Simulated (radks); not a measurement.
Results of a calculation; reference values are marked as such.
Species: Sb0.2+. Configuration: [Kr] 4d(up 5, down 4.8) 5s2 5p3 (fractional occupations, a model configuration).

Level of theory: scalar-relativistic Kohn-Sham, PBE, spin-polarised, spherical densities, point nucleus; open shells are filled with parallel spins first (spin-orbit coupling, left out, can overturn this in heavy ions) (a radial shooting solver on a logarithmic mesh with Libxc functionals).

Energy parts (hartree):
| part | energy |
|---|---|
| total | -6481.25076 |
| kinetic | 6778.84825 |
| electron-nucleus | -15670.43070 |
| Hartree | 2580.37691 |
| exchange-correlation | -170.04523 |

Orbitals (lengths in bohr, moments of r in powers of bohr; r(max) is where P^2 peaks; r(90%) holds 90 % of the orbital's charge):
orbital  occ.  eigenvalue (hartree)     <r^2>   r(max)  r(90%)
1s up       1             -1113.826  0.001094  0.01835  0.0511
1s down     1             -1113.824  0.001094  0.01835  0.0511
2s up       1             -169.5870   0.01773   0.1037   0.189
2s down     1             -169.5841   0.01773   0.1037   0.189
2p up       3             -152.2543   0.01401  0.08305   0.174
2p down     3             -152.2508   0.01401  0.08305   0.174
3s up       1             -33.33610    0.1249   0.2999   0.486
3s down     1             -33.33305    0.1249   0.2999   0.486
3p up       3             -27.68678    0.1254   0.2934   0.494
3p down     3             -27.68329    0.1254   0.2934   0.494
3d up       5             -19.06873    0.1106   0.2443   0.481
3d down     5             -19.06472    0.1106   0.2443   0.481
4s up       1              -5.57599    0.7059   0.7224    1.14
4s down     1              -5.56407    0.7056   0.7225    1.14
4p up       3              -3.84498    0.8273   0.7620    1.25
4p down     3              -3.83275    0.8257   0.7621    1.25
4d up       5              -1.33178     1.250   0.8455    1.59
4d down   4.8              -1.31470     1.229   0.8452    1.57
5s up       1              -0.56426     5.489    1.895    3.23
5s down     1              -0.49257     5.437    1.864    3.23
5p up       3              -0.26079     8.910    2.303    4.18
5p down     0              -0.18606     9.500    2.286    4.36

The highest occupied level is 5p up at -7.096 eV. The density falls to 0.001 e/bohr^3 at r = 4.57 bohr. Summed over all electrons, <r^2> = 58.41 bohr^2, which gives a Langevin (diamagnetic) susceptibility term of -46.3 x 10^-6 cm^3/mol. Spin moment in Bohr magnetons: 3.2.
